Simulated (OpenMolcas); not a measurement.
## Rh IV: effect of the active space

* Program: OpenMolcas
* Method: CASSCF or its RAS form
* Basis: ANO-RCC-VDZP
* Scalar Hamiltonian: DKH2, point nucleus
* Spin-orbit coupling: RASSI with atomic mean-field integrals over the reference wave functions, term energies averaged over their components

A. 6 electrons in 5 orbitals (4d); 2S+1 = 5 even, 5 roots; 2S+1 = 3 even, 45 roots; 2S+1 = 1 even, 50 roots; cost about 30 core-seconds
B. 6 electrons in 9 orbitals (RAS2 4d 5s; RAS3 5p, at most 2 electrons); 2S+1 = 5 even, 30 roots; 2S+1 = 7 even, 1 root kept (CI in the orbitals of an earlier block); 2S+1 = 3 even, 87 roots kept (CI in the orbitals of an earlier block); 2S+1 = 1 even, 86 roots kept (CI in the orbitals of an earlier block); 2S+1 = 5 odd, 54 roots (12 in the spin-orbit step); 2S+1 = 7 odd, 3 roots kept (CI in the orbitals of an earlier block); 2S+1 = 3 odd, 35 roots kept (CI in the orbitals of an earlier block, 0 in the spin-orbit step); 2S+1 = 1 odd, 11 roots kept (CI in the orbitals of an earlier block, 0 in the spin-orbit step); cost about 4 core-minutes

Energies in cm⁻¹ above 4d⁶ ⁵D₄.

```tsv
Level	A	B
4d⁶ ⁵D₄	0.0	0.0
4d⁶ ⁵D₃	1654	1743
4d⁶ ⁵D₂	2618	2746
4d⁶ ⁵D₁	3249	3407
4d⁶ ⁵D₀	3551	3722
4d⁶ ³H₆	19824	20626
4d⁶ ³H₄ [54 %]	20076	20720
4d⁶ ³H₅	20307	21096
4d⁶ ³P₂(1)	20922	21307
4d⁶ ³F₄(1) [58 %]	22762	23498
4d⁶ ³F₃(1)	23126	23758
4d⁶ ³F₂(1)	23886	24545
4d⁶ ³G₅	25426	26281
4d⁶ ³P₁(1)	25601	26262
4d⁶ ³P₀(1)	26466	27066
4d⁶ ³G₄	26912	27794
4d⁶ ³G₃	27350	28252
4d⁶ ¹I₆	30667	31936
4d⁶ ³D₂	31761	32480
4d⁶ ³D₁	32039	32777
4d⁶ ³D₃	32280	33027
4d⁶ ¹G₄(1)	33267	34219
4d⁶ ¹S₀(1)	38204	38913
4d⁶ ¹D₂(1)	39682	40889
```

Between A and B the level of the table that moves most is 4d⁶ ¹I₆, by 1300 cm-1 (lowest in A, highest in B).

Without dynamic correlation excited terms often stand tens of per cent too high (terms of higher spin than the ground term too low), and those without a measured partner can miss by more than the paired ones. The basis is small and was not contracted for so high a charge. Some high roots are left out of the spin-orbit mixing, which shifts the levels that they would mix with (holds for B). Terms from blocks run as CI alone lack orbitals of their own (holds for B). Only configurations of the active space appear. The table leaves out levels that lie high or whose names do not pair safely across all columns.

A share in square brackets marks a mixed level and gives the weight of the term that names it, the lowest over the columns. A number in round brackets counts repeated terms of one configuration in the order of the reference energies.
